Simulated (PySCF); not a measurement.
Isomers of CH7NOSi, mass 77.030 u with the commonest isotopes. Level of theory: PySCF 2.14.0, PBE0-D3(BJ)/def2-SVP geometry optimisation, gas phase. One conformer each, none proved a minimum here; rigid rotors.

Question: Order these by rotational constant B, smallest first.
A. `[CH3:1][NH:2][SiH2:3][OH:4]` with C1–N2–Si3–O4 88°, N2–Si3–O4–H -66°
B. `[NH2:1][CH2:2][SiH2:3][OH:4]` with H–N1–C2–Si3 -80° and 162°, N1–C2–Si3–O4 -34°, C2–Si3–O4–H 17°
C. `[CH3:1][O:2][SiH2:3][NH2:4]` with C1–O2–Si3–N4 175°, O2–Si3–N4–H 75° and -68°

Answer: C (3069 MHz), A (3210 MHz), B (4402 MHz).

Question: Order these by out-of-plane moment Σ m c² = (Ia + Ib − Ic)/2, largest first.
A. `[NH2:1][CH2:2][SiH2:3][OH:4]` with H–N1–C2–Si3 -80° and 162°, N1–C2–Si3–O4 -34°, C2–Si3–O4–H 17°
B. `[CH3:1][O:2][SiH2:3][NH2:4]` with C1–O2–Si3–N4 175°, O2–Si3–N4–H 75° and -68°
C. `[CH3:1][NH:2][SiH2:3][OH:4]` with C1–N2–Si3–O4 88°, N2–Si3–O4–H -66°

Answer: C (11.29 u·Å²), A (8.31 u·Å²), B (6.11 u·Å²).

Question: Order these by rotational constant A, largest first.
A. `[NH2:1][CH2:2][SiH2:3][OH:4]` with H–N1–C2–Si3 -80° and 162°, N1–C2–Si3–O4 -34°, C2–Si3–O4–H 17°
B. `[CH3:1][O:2][SiH2:3][NH2:4]` with C1–O2–Si3–N4 175°, O2–Si3–N4–H 75° and -68°
C. `[CH3:1][NH:2][SiH2:3][OH:4]` with C1–N2–Si3–O4 88°, N2–Si3–O4–H -66°

Answer: B (19558 MHz), C (13500 MHz), A (9278 MHz).

| SMILES | point group | Ia (u·Å²) | Ib (u·Å²) | Ic (u·Å²) | κ | μa (D) | μb (D) | μc (D) |
| --- | --- | --- | --- | --- | --- | --- | --- | --- |
| CO[SiH2]N | near Cs | 25.84 | 164.66 | 178.27 | -0.97 | 0.03 | 0.54 | 0.05 |
| NC[SiH2]O | C1 | 54.47 | 114.79 | 152.64 | -0.63 | 3.31 | 0.99 | 0.30 |
| CN[SiH2]O | C1 | 37.44 | 157.45 | 172.31 | -0.95 | 1.74 | 1.27 | 0.09 |
